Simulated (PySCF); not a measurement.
C₄H₁₀BN, SMILES C=CB(C)NC.

Geometry optimised at B3LYP-D3(BJ)/def2-SVP. The structure was generated by enumeration, and PubChem lists no compound with its InChIKey, so it may never have been made. Other conformers were not sampled.

Level of theory: HF/def2-TZVP (PySCF).

The molecule is in vacuum.

Computed frontier levels, gap, dipole moment and polarisability:
| Quantity | Result |
|---|---|
| highest occupied level | -9.74 eV |
| lowest empty level | 3.22 eV |
| orbital gap | 12.96 eV |
| dipole moment | 1.19 D |
| quadrupole, principal values (traceless, Buckingham form, about the centre of nuclear charge) | -3.87, -0.18, 4.06 D·Å |
| mean static polarisability | 68.1 bohr³ (10.09 Å³) |
| polarisability, principal values | 53.3, 71.4, 79.7 bohr³ |
